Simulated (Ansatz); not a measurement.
One geometry of the cluster AgAu2⁻, several levels of theory.

```yaml
crystal:
  periodic: [false, false, false]
  atoms:
    - {symbol: Au, position_ang: [1.337848, -2.256336, -0.049330]}
    - {symbol: Au, position_ang: [-1.329464, 2.261289, 0.049224]}
    - {symbol: Ag, position_ang: [-0.008384, -0.004952, 0.000106]}
basis:
  gaussian: {orbitals: def2-TZVPD, initial_orbitals: start.molden}
total_charge: -1
hamiltonian: {xc: {name: r2SCAN0}, dispersion: d4}
scf: {omitted_lower_state_checks: [starts]}
output: {forces: true, orbitals: {seedname: orbitals}}
```

The file start.molden holds the orbitals of an earlier run on this structure, at another level or in another basis.

```sh
$ ansatz run in.yaml --threads 4 --pin off --events-out ev --progress --plain --max-ram 3916MiB
```

Shortened log:

```
Functional definition: r2SCAN0
1144 factors; integrals over basis functions are off by at most 4.6e-4 eV
mean field evaluation 1: about -11390.8450 eV, gradient 4.2e0 eV
mean field evaluation 2: about -11390.8798 eV, gradient 4.3e-2 eV
mean field evaluation 4: about -11390.9828 eV, gradient 1.7e-3 eV
mean field evaluation 8: about -11390.9828 eV, gradient 3.3e-5 eV
mean field -11390.98279861 eV, -418.6108967635 hartree, gradient 3.3e-5 eV, S^2 0.000000; 0 other end points of the search recorded, 0 dependent functions left out
reference -11390.98280778 eV, -418.6108971006 hartree; 29, 29 occupied and 97, 97 virtual orbitals, 1144 factors
Total energy: -11391.01241469 eV, -418.6119851345 hartree
Atom 0 at     1.337848    -2.256336    -0.049330 Å, force    -0.070062     0.110548     0.002502 eV/Å
Atom 1 at    -1.329464     2.261289     0.049224 Å, force     0.062957    -0.114746    -0.002413 eV/Å
Atom 2 at    -0.008384    -0.004952     0.000106 Å, force     0.007106     0.004197    -0.000090 eV/Å
Dipole moment:    -0.001337    -0.000790     0.000017 e Å
Checks for a lower state left out: starts
```

Hardware: 4 threads of Arm Neoverse V2 on a shared host. Wall time 4.2 s.

The first input with `gaussian: {orbitals: def2-SVPD, initial_orbitals: start.molden}`, `hamiltonian: {xc: pbe0, dispersion: d4}`, `output: {orbitals: {seedname: orbitals}}` (abridged; 1.1 s):

```
Functional definition: PBE0
mean field -11389.16904920 eV, -418.5442427022 hartree, gradient 1.3e-5 eV, S^2 0.000000
Total energy: -11389.26411992 eV, -418.5477364865 hartree
Checks for a lower state left out: starts
```

As the first input, with `hamiltonian: {xc: hse06, dispersion: d4}`, `output: {orbitals: {seedname: orbitals}}` (abridged; 1.6 s):

```
Functional definition: HSE06
mean field -11390.46323931 eV, -418.5918033115 hartree, gradient 3.3e-5 eV, S^2 0.000000
Total energy: -11390.55644175 eV, -418.5952284379 hartree
Checks for a lower state left out: starts
```

The first input with `correlation: {method: ccsd_t}`, `output: {orbitals: {seedname: orbitals}}` and without the key `hamiltonian` (abridged; 8.5 s):

```
Functional definition: HF
mean field -11314.44983361 eV, -415.7983621756 hartree, gradient 5.1e-6 eV, S^2 0.000000
second order -38.08802616 eV of doubles, -0.00000000 eV of singles
cycle   1  -33.57856692 eV  change     4.5e0 eV  update   2.0e-1
cycle   2  -34.96627449 eV  change    -1.4e0 eV  update   6.7e-2
cycle   3  -35.18440504 eV  change   -2.2e-1 eV  update   3.5e-2
cycle   4  -35.11667319 eV  change    6.8e-2 eV  update   1.3e-2
cycle   5  -35.09132629 eV  change    2.5e-2 eV  update   7.2e-3
cycle   6  -35.09993077 eV  change   -8.6e-3 eV  update   3.7e-3
cycle   7  -35.10626316 eV  change   -6.3e-3 eV  update   1.8e-3
cycle   8  -35.10528697 eV  change    9.8e-4 eV  update   7.0e-4
cycle   9  -35.10496707 eV  change    3.2e-4 eV  update   3.2e-4
cycle  10  -35.10561092 eV  change   -6.4e-4 eV  update   1.4e-4
cycle  11  -35.10521011 eV  change    4.0e-4 eV  update   6.4e-5
cycle  12  -35.10514920 eV  change    6.1e-5 eV  update   2.0e-5
perturbative correction -1.08207686 eV, -0.0397655910 hartree
Total energy: -11350.63705967 eV, -417.1282182046 hartree
Checks for a lower state left out: starts
```

The first input with `hamiltonian: {xc: pbe0, dispersion: d4}`, `output: {orbitals: {seedname: orbitals}}` and without the key `scf` (abridged; 1.9 s):

```
Functional definition: PBE0
mean field evaluation 16: about -11390.4927 eV, gradient 3.7e-4 eV
mean field -11390.49271286 eV, -418.5928864442 hartree, gradient 3.6e-5 eV, S^2 0.000000; 1 other end points of the search recorded, 0 dependent functions left out
Total energy: -11390.58778383 eV, -418.5963802380 hartree
```

Geometry: PBE0-D4/def2-TZVPD.

In the def2 sets Ag, Au take a core potential; there is no spin–orbit coupling. HSE06 is defined as in plane-wave codes, on full-range PBE exchange. Correlated methods freeze no core orbitals; core or outer-core shells of Au, Ag are correlated, in sets that lack core-valence functions. At CCSD(T)/def2-TZVPD the test of the restricted singlet for broken spin symmetry was undecided. The structure comes from a short search, and lower isomers may exist.
